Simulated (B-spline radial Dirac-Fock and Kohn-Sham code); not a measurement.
## Elastic and transport cross sections of ruthenium for electrons

These are calculated numbers from an atomic code on a B-spline grid; the model is relativistic (Dirac) partial waves in the static field of the Dirac-Fock atom with Furness-McCarthy exchange, without polarisation or absorption potentials. σ_tr1 and σ_tr2 weight the cross section with 1 − P₁ and 1 − P₂ of cos θ; "backward" is the share scattered beyond 90°.

```
energy (eV)  σ (a₀²)  σ_tr1 (a₀²)  σ_tr2 (a₀²)  σ/σ_tr1  backward (%)
       3470     4.45        0.350        0.528     12.7           2.6
       3620     4.34        0.329        0.504     13.2           2.5
       3830     4.20        0.304        0.473     13.8           2.3
       5000     3.59        0.206        0.346     17.4           1.7
       5300     3.46        0.189        0.322     18.3           1.6
       6200     3.14        0.150        0.265     21.0           1.3
       6390     3.08        0.143        0.255     21.5           1.2
       7920     2.69        0.104        0.193     26.0          0.94
       8440     2.59       0.0939        0.177     27.5          0.87
       9000     2.48       0.0851        0.163     29.1          0.80
       9070        ?            ?            ?        ?             ?
       9130     2.46       0.0833        0.160     29.5          0.78
      10000     2.32       0.0723        0.141     32.0          0.69
      10100     2.30       0.0712        0.139     32.3          0.68
      10500     2.24       0.0671        0.132     33.4          0.65
      15000     1.76       0.0383       0.0799     46.0          0.40
```

Q: Fill in the row for 9.07 keV.

A: σ = 2.47 a₀², σ_tr1 = 0.0841 a₀², σ_tr2 = 0.161 a₀², σ/σ_tr1 = 29.3, backward 0.79 %. The ratio σ/σ_tr1 is roughly the number of elastic collisions that randomise the direction.
